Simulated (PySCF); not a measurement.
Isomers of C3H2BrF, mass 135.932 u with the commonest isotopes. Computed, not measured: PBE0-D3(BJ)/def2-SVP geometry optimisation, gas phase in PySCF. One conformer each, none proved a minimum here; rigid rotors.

Task: Order these by rotational constant A, smallest first.
A. `FC1(Br)C=C1`
B. `C#C[C@H](F)Br`
C. `F[C@@H]1C=C1Br`

Result: B (5548 MHz), A (6671 MHz), C (10045 MHz).

Task: Order these by out-of-plane moment Σ m c² = (Ia + Ib − Ic)/2, smallest first.
A. `F[C@@H]1C=C1Br`
B. `C#C[C@H](F)Br`
C. `FC1(Br)C=C1`

Result: B (6.03 u·Å²), A (7.17 u·Å²), C (15.51 u·Å²).

Task: Order these by radius of gyration √(Σ m r²/M), smallest first.
A. `F[C@@H](C#C)Br`
B. `F[C@@H]1C=C1Br`
C. `FC1(Br)C=C1`

Result: C (1.436 Å), A (1.561 Å), B (1.660 Å).

```tsv
SMILES	point group	Ia (u·Å²)	Ib (u·Å²)	Ic (u·Å²)	κ	μa (D)	μb (D)	μc (D)
FC1(Br)C=C1	Cs	75.76	219.96	264.71	-0.84	2.08	2.08	0.00
F[C@@H]1C=C1Br	C1	50.31	331.34	367.32	-0.97	0.40	1.67	0.53
C#C[C@H](F)Br	C1	91.09	246.35	325.39	-0.75	1.39	0.99	1.00
```
